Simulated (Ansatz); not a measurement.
Reaction (atomization): `[BH2][SnH]([OH])[OH]` → B• + 5 H• + 2 O• + Sn•

Calculated with Ansatz (gas phase, PBE0-D4/def2-TZVP geometries, no zero-point term in ΔE). CCSD(T)/CBS adds triple-zeta CCSD(T) − MP2 to the extrapolated MP2 energy (def2 sets, frozen cores). This one scheme is used for every species, atoms too. Functionals use def2-TZVPP. Open shells (•) are unrestricted, without spin–orbit coupling. Spin–orbit coupling would lower the free atoms: a little for B, O; strongly for Sn. def2 core potentials past Kr. For Sn outer-core shells are correlated without core-valence functions, so the limit isn't a true one: a few kJ/mol of doubt a bond, and 10 to 20 or more in all where bonds break to atoms. One conformer a species, not always the lowest.

`[BH2][SnH]([OH])[OH]`:

```xyz
9

B     0.014   -0.065   -1.921
Sn    0.300    0.127    0.298
O     0.011   -1.687    1.015
O    -1.187    1.275    0.901
H    -0.991   -0.564   -2.318
H     0.834    0.320   -2.695
H     1.721    0.731    1.051
H     0.342   -1.808    1.907
H    -1.045    1.671    1.763
```

```
             level  ΔE (eV)
            PBE-D4    29.51
           PBE0-D4    28.78
           ωB97X-V    29.36
               PBE    29.35
            r2SCAN    29.17
SCS-MP2/def2-TZVPP    28.84
   CCSD/def2-TZVPP    28.01
CCSD(T)/def2-TZVPP    28.50
```

Problem. What does CCSD(T)/CBS give? (Estimate.)

Solution. Computed: +29.48 eV. The listed levels differ from it by 0.03, -0.70, -0.12, -0.13, -0.31, -0.64, -1.47, -0.98 eV.

Largest T1 diagnostic among the species: 0.014.

From PBE to PBE0 (25 % exact exchange), in def2-TZVPP and without D4, ΔE moves by −0.70 eV: exact exchange takes away binding that semilocal exchange gives to molecules. The D4 term adds +0.26 eV with B3LYP and +0.13 eV with PBE0; it sums over pairs of atoms, weighted by their polarisabilities, and B3LYP, whose exchange is more repulsive, gets the larger term.

B3LYP here is the variant with VWN-RPA as its local correlation; programs differ in this.

For atomizations the MP2-based limit and the directly extrapolated one differ by several kJ/mol either way, and by 10 to 25 for some Ge, Se and Sn compounds, so smaller differences from it don't rank the levels.
